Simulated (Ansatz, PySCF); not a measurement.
H₉NSi₃, SMILES [SiH2]([SiH3])N[SiH3].

Coordinates come from a PBE0-D3(BJ)/def2-SVP optimisation. One conformer was computed; it need not be the lowest.

Vertical ionisation energy (IE) and electron affinity (EA) in eV. Rows of orbital energies are one-electron estimates. Where ΔSCF, EOM or ADC give a negative EA the extra electron is unbound and the value depends on the basis.

| level | IE | EA |
|---|---|---|
| −ε(HOMO), −ε(LUMO), ωB97X/def2-TZVP (PySCF) | 9.92 | -1.58 |
| −ε(HOMO), −ε(LUMO), PBE/def2-TZVP (PySCF) | 6.20 | 1.28 |
| ΔSCF, CAM-B3LYP/def2-SVPD (Ansatz), final states of multiplicity 2 and 2 | … | … |
| ΔSCF, PBE/def2-SVPD (Ansatz), final states of multiplicity 2 and 2 | 9.03 | -0.71 |

Task: Fill in the missing entries. (Estimate from the structure and the level; the computed values follow.)

Result: 
- ΔSCF, CAM-B3LYP/def2-SVPD (Ansatz, a program for electronic structure), final states of multiplicity 2 and 2, IE: 9.53
- ΔSCF, CAM-B3LYP/def2-SVPD (Ansatz), final states of multiplicity 2 and 2, EA: -1.13

Task: What vertical singlet–triplet gap does ΔSCF give with CAM-B3LYP/def2-SVPD (Ansatz) and with PBE/def2-SVPD (Ansatz)? (Estimate from the structure and the level; the computed values follow.)

Result: 5.75 and 4.99 eV (triplet above singlet where positive).
